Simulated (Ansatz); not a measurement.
Computed with Ansatz on PBE0-D4/def2-TZVP structures; ΔE is electronic, products minus reactants. CBS: MP2 limit from def2 TZ/QZ plus the TZ coupled-cluster correction, frozen cores. This one scheme is used for every species. DFT in def2-TZVPP. B3LYP here is the variant with VWN-RPA as its local correlation; programs differ in this. One conformer a species, not always the lowest.

`C[SiH2][CH2][AlH2]` + `[AlH2][SH]` → `C[SiH2]C[S][AlH2]` + `[AlH3]`  (substitution at a C–Al bond)

`C[SiH2][CH2][AlH2]`:

Cartesian coordinates in Å:
```
C 0.909 -0.557 1.570
Si 0.988 -0.432 -0.295
C -0.141 0.920 -0.924
Al -2.017 0.418 -0.812
H 1.246 0.373 2.034
H -0.111 -0.750 1.912
H 1.546 -1.366 1.935
H 0.567 -1.740 -0.886
H 2.400 -0.208 -0.721
H 0.057 1.818 -0.327
H 0.116 1.140 -1.966
H -2.801 -0.044 -2.114
H -2.760 0.429 0.593
```

`[AlH2][SH]`:

Z-matrix (Å, degrees):
```
Al
S 1 2.181
H 1 1.579 2 116.5
H 1 1.581 2 118.9 3 -180.0
H 2 1.344 1 93.7 3 180.0
```

`C[SiH2]C[S][AlH2]`:

Z-matrix (Å, degrees):
```
C
Si 1 1.892
Al 1 2.475 2 156.6
S 1 1.850 2 108.2 3 51.4
H 1 1.108 2 104.8 3 -69.8
H 1 1.094 2 109.9 3 173.5
C 2 1.862 1 110.6 3 10.9
H 2 1.491 1 107.5 3 132.1
H 2 1.486 1 107.1 3 -111.1
H 3 1.583 1 108.6 2 -51.3
H 3 1.582 1 106.2 2 175.8
H 7 1.092 2 110.4 1 -58.4
H 7 1.093 2 110.9 1 61.7
H 7 1.092 2 110.5 1 -178.5
```

`[AlH3]`:

```xyz
4

Al    0.000    0.000    0.000
H    -0.925   -1.092    0.683
H     1.115    0.739    0.852
H    -0.190    0.353   -1.534
```

```tsv
level	ΔE (kcal/mol)	difference from CCSD(T)/CBS
PBE-D4	24.7	-0.8
r2SCAN-D4	26.4	0.9
PBE0-D4	25.2	-0.3
B3LYP-D4	25.6	0.1
ωB97X-V	25.2	-0.3
B2PLYP	26.6	1.1
PBE	25.9	0.4
r2SCAN	26.7	1.2
B3LYP	27.6	2.1
HF/def2-TZVPP	28.4	2.9
SCS-MP2/def2-TZVPP	25.2	-0.3
CCSD/def2-TZVPP	26.5	1.0
CCSD(T)/def2-TZVPP	25.8	0.3
HF/def2-QZVPP	28.3	2.8
SCS-MP2/def2-QZVPP	25.0	-0.5
MP2/CBS(def2)	24.7	-0.8
CCSD(T)/CBS	25.5	0
```

Largest T1 diagnostic among the species: 0.011.

In def2-TZVPP, CCSD(T) changes the Hartree–Fock value by −2.6 kcal/mol (the triples alone add −0.7 kcal/mol) and MP2 by −3.3 kcal/mol. The D4 term adds −2.0 kcal/mol with B3LYP and −1.1 kcal/mol with PBE0; it sums over pairs of atoms, weighted by their polarisabilities, and B3LYP, whose exchange is more repulsive, gets the larger term.
